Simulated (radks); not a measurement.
Question: A nucleus of charge 67.7 with 67 electrons, 67 electrons, occupied as [Xe] 4f11 6s2. Calculated with a radial shooting solver on a logarithmic mesh with Libxc functionals: scalar-relativistic Kohn-Sham, PBE, spin-polarised, spherical densities, finite nucleus; open shells are filled with parallel spins first (spin-orbit coupling, left out, can overturn this in heavy ions); Fermi nuclear charge, rms radius 5.2022 fm. Some entries of the table are withheld. Estimate them.

orbital,occ.,eigenvalue (eV),<r> (bohr),<r^2> (bohr^2)
1s up,1,-56806.09,0.02048,0.0005740
1s down,1,-56806.09,0.02048,0.0005740
2s up,1,-9540.085,0.08695,0.008934
2s down,1,-9540.054,0.08695,0.008934
2p up,3,-8444.216,0.07712,0.007262
2p down,3,-8444.194,0.07712,0.007262
3s up,1,-2144.834,0.2267,0.05874
3s down,1,-2143.537,0.2266,0.05870
3p up,3,-1810.919,0.2259,0.05912
3p down,3,-1809.624,0.2258,0.05907
3d up,5,-1390.831,0.2051,0.04935
3d down,5,-1389.844,0.2049,0.04929
4s up,1,-433.1450,0.5110,0.2948
4s down,1,-430.3964,0.5111,0.2949
4p up,3,-323.1966,0.5418,0.3340
4p down,3,-320.4906,0.5420,0.3342
4d up,5,-175.4633,0.5861,0.3988
4d down,5,-172.8037,0.5867,0.3996
5s up,1,-60.7650,(1),1.737
5s down,1,-59.4885,(2),1.760
5p up,3,-34.7949,1.464,2.438
5p down,3,-33.8867,1.478,2.485
4f up,7,-14.3638,(3),(4)
4f down,4,-12.0072,(5),(6)
6s up,1,-8.4762,3.531,14.05
6s down,1,-8.3702,3.561,14.29

Answer: 
(1) 5s up <r> (bohr): 1.242
(2) 5s down <r> (bohr): 1.251
(3) 4f up <r> (bohr): 0.7849
(4) 4f up <r^2> (bohr^2): 0.8157
(5) 4f down <r> (bohr): 0.8047
(6) 4f down <r^2> (bohr^2): 0.8715
